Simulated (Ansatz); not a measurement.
Ansatz (a first-principles code) input (B3LYP/6-31G*):

Ansatz 0.2 input:
```yaml
crystal:
  periodic: [false, false, false]
  atoms:
    - {symbol: C, position_ang: [-1.62404357, -0.23824279, 0.97213544]}
    - {symbol: B, position_ang: [-0.32587812, -0.05270088, 0.19820656]}
    - {symbol: S, position_ang: [-0.17709281, 1.44465480, -0.83707809]}
    - {symbol: S, position_ang: [1.05671294, -1.24531620, 0.26546447]}
    - {symbol: H, position_ang: [-2.44180734, 0.47896335, 0.92478228]}
    - {symbol: H, position_ang: [-1.81641832, -1.09336024, 1.61755890]}
    - {symbol: H, position_ang: [1.06227557, 1.24919800, -1.33701711]}
    - {symbol: H, position_ang: [0.49568002, -2.13125748, 1.11664844]}
basis:
  gaussian:
    orbitals: 6-31G*
hamiltonian:
  xc: {name: B3LYP}
magnetization: {spin_polarized: true, initial_magnetization: 1}
phonons: {temperatures: {t_min: 298.15, t_max: 298.15, t_step: 100}}
```

Output:

```
Functional definition: B3LYP
integrals: 0.03 GiB planned
821 factors; integrals over basis functions are off by at most 6.7e-4 eV
mean field: 0.42 GiB planned
mean field evaluation 1: about -23445.8747 eV, gradient 2.5e1 eV
mean field evaluation 2: about -23443.9431 eV, gradient 3.1e1 eV
mean field evaluation 4: about -23449.4919 eV, gradient 1.9e0 eV
mean field evaluation 8: about -23449.5319 eV, gradient 2.1e-1 eV
mean field evaluation 16: about -23449.5323 eV, gradient 1.2e-4 eV
mean field -23449.53226635 eV, -861.7544161247 hartree, gradient 4.4e-5 eV, S^2 0.753946; 0 other end points of the search recorded, 0 dependent functions left out
the calculation of the forces begins
reference -23449.53249843 eV, -861.7544246534 hartree; 24, 23 occupied and 52, 53 virtual orbitals, 821 factors
these checks for a lower state are left out or cut short: stability, starts, cluster_reference, orbital_swaps, neighbouring_geometries, increment
integrals: 0.03 GiB planned
821 factors; integrals over basis functions are off by at most 6.7e-4 eV
mean field: 0.42 GiB planned
mean field -23449.53209116 eV, -861.7544096864 hartree, gradient 1.5e-6 eV, S^2 0.753952; 0 other end points of the search recorded, 0 dependent functions left out
the calculation of the forces begins
reference -23449.53232324 eV, -861.7544182154 hartree; 24, 23 occupied and 52, 53 virtual orbitals, 821 factors
these checks for a lower state are left out or cut short: stability, starts, cluster_reference, orbital_swaps, neighbouring_geometries, increment
integrals: 0.03 GiB planned
821 factors; integrals over basis functions are off by at most 6.7e-4 eV
mean field: 0.42 GiB planned
mean field evaluation 32: about -23449.5321 eV, gradient 1.7e-6 eV
mean field -23449.53208983 eV, -861.7544096376 hartree, gradient 1.7e-6 eV, S^2 0.753940; 0 other end points of the search recorded, 0 dependent functions left out
the calculation of the forces begins
reference -23449.53232190 eV, -861.7544181660 hartree; 24, 23 occupied and 52, 53 virtual orbitals, 821 factors
these checks for a lower state are left out or cut short: stability, starts, cluster_reference, orbital_swaps, neighbouring_geometries, increment
integrals: 0.03 GiB planned
821 factors; integrals over basis functions are off by at most 6.7e-4 eV
mean field: 0.42 GiB planned
mean field -23449.53217117 eV, -861.7544126266 hartree, gradient 1.2e-6 eV, S^2 0.753954; 0 other end points of the search recorded, 0 dependent functions left out
the calculation of the forces begins
reference -23449.53240324 eV, -861.7544211553 hartree; 24, 23 occupied and 52, 53 virtual orbitals, 821 factors
these checks for a lower state are left out or cut short: stability, starts, cluster_reference, orbital_swaps, neighbouring_geometries, increment
integrals: 0.03 GiB planned
821 factors; integrals over basis functions are off by at most 6.7e-4 eV
mean field: 0.42 GiB planned
mean field -23449.53217233 eV, -861.7544126692 hartree, gradient 2.0e-6 eV, S^2 0.753938; 0 other end points of the search recorded, 0 dependent functions left out
the calculation of the forces begins
reference -23449.53240440 eV, -861.7544211979 hartree; 24, 23 occupied and 52, 53 virtual orbitals, 821 factors
these checks for a lower state are left out or cut short: stability, starts, cluster_reference, orbital_swaps, neighbouring_geometries, increment
integrals: 0.03 GiB planned
821 factors; integrals over basis functions are off by at most 6.7e-4 eV
mean field: 0.42 GiB planned
mean field -23449.53216457 eV, -861.7544123842 hartree, gradient 1.8e-6 eV, S^2 0.753943; 0 other end points of the search recorded, 0 dependent functions left out
the calculation of the forces begins
reference -23449.53239665 eV, -861.7544209129 hartree; 24, 23 occupied and 52, 53 virtual orbitals, 821 factors
these checks for a lower state are left out or cut short: stability, starts, cluster_reference, orbital_swaps, neighbouring_geometries, increment
integrals: 0.03 GiB planned
821 factors; integrals over basis functions are off by at most 6.7e-4 eV
mean field: 0.42 GiB planned
mean field -23449.53216588 eV, -861.7544124325 hartree, gradient 1.4e-6 eV, S^2 0.753949; 0 other end points of the search recorded, 0 dependent functions left out
the calculation of the forces begins
reference -23449.53239796 eV, -861.7544209612 hartree; 24, 23 occupied and 52, 53 virtual orbitals, 821 factors
these checks for a lower state are left out or cut short: stability, starts, cluster_reference, orbital_swaps, neighbouring_geometries, increment
integrals: 0.03 GiB planned
821 factors; integrals over basis functions are off by at most 6.7e-4 eV
mean field: 0.42 GiB planned
mean field evaluation 64: about -23449.5322 eV, gradient 2.0e-6 eV
[...]
the calculation of the forces begins
reference -23449.53245858 eV, -861.7544231887 hartree; 24, 23 occupied and 52, 53 virtual orbitals, 821 factors
these checks for a lower state are left out or cut short: stability, starts, cluster_reference, orbital_swaps, neighbouring_geometries, increment
integrals: 0.03 GiB planned
821 factors; integrals over basis functions are off by at most 6.7e-4 eV
mean field: 0.42 GiB planned
mean field -23449.53215986 eV, -861.7544122110 hartree, gradient 1.2e-6 eV, S^2 0.753940; 0 other end points of the search recorded, 0 dependent functions left out
the calculation of the forces begins
reference -23449.53239192 eV, -861.7544207392 hartree; 24, 23 occupied and 52, 53 virtual orbitals, 821 factors
these checks for a lower state are left out or cut short: stability, starts, cluster_reference, orbital_swaps, neighbouring_geometries, increment
integrals: 0.03 GiB planned
821 factors; integrals over basis functions are off by at most 6.7e-4 eV
mean field: 0.42 GiB planned
mean field evaluation 160: about -23449.5322 eV, gradient 4.4e-5 eV
mean field -23449.53216133 eV, -861.7544122649 hartree, gradient 2.7e-6 eV, S^2 0.753952; 0 other end points of the search recorded, 0 dependent functions left out
the calculation of the forces begins
reference -23449.53239342 eV, -861.7544207941 hartree; 24, 23 occupied and 52, 53 virtual orbitals, 821 factors
these checks for a lower state are left out or cut short: stability, starts, cluster_reference, orbital_swaps, neighbouring_geometries, increment
integrals: 0.03 GiB planned
821 factors; integrals over basis functions are off by at most 6.7e-4 eV
mean field: 0.42 GiB planned
mean field -23449.53225640 eV, -861.7544157590 hartree, gradient 3.0e-6 eV, S^2 0.753945; 0 other end points of the search recorded, 0 dependent functions left out
the calculation of the forces begins
reference -23449.53248848 eV, -861.7544242876 hartree; 24, 23 occupied and 52, 53 virtual orbitals, 821 factors
these checks for a lower state are left out or cut short: stability, starts, cluster_reference, orbital_swaps, neighbouring_geometries, increment
integrals: 0.03 GiB planned
821 factors; integrals over basis functions are off by at most 6.7e-4 eV
mean field: 0.42 GiB planned
mean field -23449.53225576 eV, -861.7544157352 hartree, gradient 2.9e-6 eV, S^2 0.753947; 0 other end points of the search recorded, 0 dependent functions left out
the calculation of the forces begins
reference -23449.53248784 eV, -861.7544242640 hartree; 24, 23 occupied and 52, 53 virtual orbitals, 821 factors
these checks for a lower state are left out or cut short: stability, starts, cluster_reference, orbital_swaps, neighbouring_geometries, increment
integrals: 0.03 GiB planned
821 factors; integrals over basis functions are off by at most 6.7e-4 eV
mean field: 0.42 GiB planned
mean field -23449.53225809 eV, -861.7544158209 hartree, gradient 1.2e-6 eV, S^2 0.753947; 0 other end points of the search recorded, 0 dependent functions left out
the calculation of the forces begins
reference -23449.53249018 eV, -861.7544243501 hartree; 24, 23 occupied and 52, 53 virtual orbitals, 821 factors
these checks for a lower state are left out or cut short: stability, starts, cluster_reference, orbital_swaps, neighbouring_geometries, increment
integrals: 0.03 GiB planned
821 factors; integrals over basis functions are off by at most 6.7e-4 eV
mean field: 0.42 GiB planned
mean field -23449.53225757 eV, -861.7544158019 hartree, gradient 9.9e-7 eV, S^2 0.753945; 0 other end points of the search recorded, 0 dependent functions left out
the calculation of the forces begins
reference -23449.53248964 eV, -861.7544243301 hartree; 24, 23 occupied and 52, 53 virtual orbitals, 821 factors
these checks for a lower state are left out or cut short: stability, starts, cluster_reference, orbital_swaps, neighbouring_geometries, increment
integrals: 0.03 GiB planned
821 factors; integrals over basis functions are off by at most 6.8e-4 eV
mean field: 0.42 GiB planned
mean field evaluation 192: about -23449.5322 eV, gradient 1.9e-5 eV
mean field -23449.53222577 eV, -861.7544146331 hartree, gradient 2.9e-6 eV, S^2 0.753946; 0 other end points of the search recorded, 0 dependent functions left out
the calculation of the forces begins
reference -23449.53245785 eV, -861.7544231622 hartree; 24, 23 occupied and 52, 53 virtual orbitals, 821 factors
these checks for a lower state are left out or cut short: stability, starts, cluster_reference, orbital_swaps, neighbouring_geometries, increment
integrals: 0.03 GiB planned
821 factors; integrals over basis functions are off by at most 6.7e-4 eV
mean field: 0.42 GiB planned
mean field -23449.53222542 eV, -861.7544146205 hartree, gradient 1.3e-6 eV, S^2 0.753945; 0 other end points of the search recorded, 0 dependent functions left out
the calculation of the forces begins
reference -23449.53245749 eV, -861.7544231488 hartree; 24, 23 occupied and 52, 53 virtual orbitals, 821 factors
these checks for a lower state are left out or cut short: stability, starts, cluster_reference, orbital_swaps, neighbouring_geometries, increment
integrals: 0.03 GiB planned
821 factors; integrals over basis functions are off by at most 6.7e-4 eV
mean field: 0.42 GiB planned
mean field -23449.53220025 eV, -861.7544136955 hartree, gradient 1.4e-6 eV, S^2 0.753946; 0 other end points of the search recorded, 0 dependent functions left out
the calculation of the forces begins
reference -23449.53243231 eV, -861.7544222235 hartree; 24, 23 occupied and 52, 53 virtual orbitals, 821 factors
these checks for a lower state are left out or cut short: stability, starts, cluster_reference, orbital_swaps, neighbouring_geometries, increment
integrals: 0.03 GiB planned
821 factors; integrals over basis functions are off by at most 6.7e-4 eV
mean field: 0.42 GiB planned
mean field -23449.53220095 eV, -861.7544137210 hartree, gradient 1.4e-6 eV, S^2 0.753946; 0 other end points of the search recorded, 0 dependent functions left out
the calculation of the forces begins
reference -23449.53243304 eV, -861.7544222503 hartree; 24, 23 occupied and 52, 53 virtual orbitals, 821 factors
these checks for a lower state are left out or cut short: stability, starts, cluster_reference, orbital_swaps, neighbouring_geometries, increment
integrals: 0.03 GiB planned
821 factors; integrals over basis functions are off by at most 6.7e-4 eV
mean field: 0.42 GiB planned
mean field -23449.53225437 eV, -861.7544156842 hartree, gradient 2.0e-6 eV, S^2 0.753946; 0 other end points of the search recorded, 0 dependent functions left out
the calculation of the forces begins
reference -23449.53248644 eV, -861.7544242126 hartree; 24, 23 occupied and 52, 53 virtual orbitals, 821 factors
these checks for a lower state are left out or cut short: stability, starts, cluster_reference, orbital_swaps, neighbouring_geometries, increment
integrals: 0.03 GiB planned
821 factors; integrals over basis functions are off by at most 6.7e-4 eV
mean field: 0.42 GiB planned
mean field evaluation 224: about -23449.5323 eV, gradient 1.3e-5 eV
mean field -23449.53225448 eV, -861.7544156885 hartree, gradient 1.6e-6 eV, S^2 0.753946; 0 other end points of the search recorded, 0 dependent functions left out
the calculation of the forces begins
reference -23449.53248657 eV, -861.7544242174 hartree; 24, 23 occupied and 52, 53 virtual orbitals, 821 factors
Total energy: -23449.53249843 eV, -861.7544246534 hartree
Atom 0 at    -1.624044    -0.238243     0.972135 Å, force    -0.000278     0.000100     0.000076 eV/Å
Atom 1 at    -0.325878    -0.052701     0.198207 Å, force    -0.000058    -0.000138     0.000117 eV/Å
Atom 2 at    -0.177093     1.444655    -0.837078 Å, force     0.000148    -0.000059    -0.000037 eV/Å
Atom 3 at     1.056713    -1.245316     0.265464 Å, force    -0.000003     0.000145    -0.000091 eV/Å
Atom 4 at    -2.441807     0.478963     0.924782 Å, force     0.000029     0.000014    -0.000024 eV/Å
Atom 5 at    -1.816418    -1.093360     1.617559 Å, force     0.000156    -0.000113    -0.000006 eV/Å
Atom 6 at     1.062276     1.249198    -1.337017 Å, force     0.000050     0.000078    -0.000075 eV/Å
Atom 7 at     0.495680    -2.131257     1.116648 Å, force    -0.000043    -0.000028     0.000040 eV/Å
Dipole moment:    -0.144484    -0.185584     0.191905 e Å
Vibrations: 231.43 262.45 268.79 300.76 380.75 411.83 514.57 743.85 757.34 817.47 853.06 1061.03 1197.54 1487.29 2677.03 2680.32 3147.14 3226.92 cm⁻¹, zero-point energy 1.303047 eV
```

The blocks after the first are displaced geometries, from whose forces the wavenumbers follow.
